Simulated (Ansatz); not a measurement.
iminoborane (H$_{2}$BN), singlet, geometry from GFN2-xTB; CCSD(T)/6-311G** run with Ansatz (a quantum-chemistry and plane-wave program).

Ansatz was given this input:
Ansatz 0.2 input:
```yaml
crystal:
  periodic: [false, false, false]
  atoms:
    - {symbol: B, position_ang: [0.69743449, 0.01758553, 0.01585591]}
    - {symbol: N, position_ang: [-0.54198802, -0.01075454, -0.01043728]}
    - {symbol: H, position_ang: [1.83680038, 0.04037551, 0.03791482]}
    - {symbol: H, position_ang: [-1.53005672, -0.05302143, -0.04413341]}
basis:
  gaussian:
    orbitals: 6-311G__.json
magnetization: {spin_polarized: false}
correlation: {method: ccsd_t, electrons: outside_noble_gas}
accuracy: high
```
The basis file holds 6-311G** in the JSON format of the Basis Set Exchange.

What the program printed (banner, timings and long lists left out):

```
Functional definition: HF
818 factors; integrals over basis functions are off by at most 3.6e-9 eV
mean field evaluation 1: about -2182.4455 eV, gradient 3.7e1 eV
mean field evaluation 2: about -2182.4464 eV, gradient 3.7e1 eV
mean field evaluation 4: about -2185.4888 eV, gradient 2.6e0 eV
mean field evaluation 8: about -2185.5147 eV, gradient 4.0e-5 eV
mean field evaluation 16: about -2185.5138 eV, gradient 1.1e-1 eV
mean field -2185.51471941 eV, -80.3161845433 hartree, gradient 3.5e-8 eV, S^2 0.000000; 0 other end points of the search recorded, 0 dependent functions left out
2 core orbitals not correlated
reference -2185.51471941 eV, -80.3161845433 hartree; 5, 5 occupied and 41, 41 virtual orbitals, 818 factors
second order -7.18307954 eV of doubles, -0.00000000 eV of singles
cycle   1  -7.23853895 eV  change   -5.5e-2 eV  update   7.9e-2
cycle   2  -7.48211120 eV  change   -2.4e-1 eV  update   2.4e-2
cycle   3  -7.55374822 eV  change   -7.2e-2 eV  update   1.4e-2
cycle   4  -7.54667903 eV  change    7.1e-3 eV  update   2.9e-3
cycle   5  -7.54839093 eV  change   -1.7e-3 eV  update   1.1e-3
cycle   6  -7.54845533 eV  change   -6.4e-5 eV  update   1.9e-4
cycle   7  -7.54849418 eV  change   -3.9e-5 eV  update   3.5e-5
cycle   8  -7.54850309 eV  change   -8.9e-6 eV  update   9.2e-6
cycle   9  -7.54849765 eV  change    5.4e-6 eV  update   2.2e-6
cycle  10  -7.54849646 eV  change    1.2e-6 eV  update   6.6e-7
cycle  11  -7.54849667 eV  change   -2.1e-7 eV  update   2.2e-7
cycle  12  -7.54849680 eV  change   -1.4e-7 eV  update   6.4e-8
cycle  13  -7.54849674 eV  change    6.4e-8 eV  update   2.9e-8
cycle  14  -7.54849673 eV  change    1.0e-8 eV  update   1.8e-8
cycle  15  -7.54849665 eV  change    8.3e-8 eV  update   1.2e-7
cycle  16  -7.54849668 eV  change   -3.2e-8 eV  update   3.7e-8
cycle  17  -7.54849664 eV  change    4.0e-8 eV  update   1.5e-8
cycle  18  -7.54849664 eV  change   9.5e-11 eV  update   5.3e-9
cycle  19  -7.54849664 eV  change  -1.5e-10 eV  update   1.9e-9
cycle  20  -7.54849664 eV  change  -2.6e-10 eV  update  7.1e-10
perturbative correction -0.31173456 eV, -0.0114560337 hartree
Total energy: -2193.37495061 eV, -80.6050427120 hartree
```
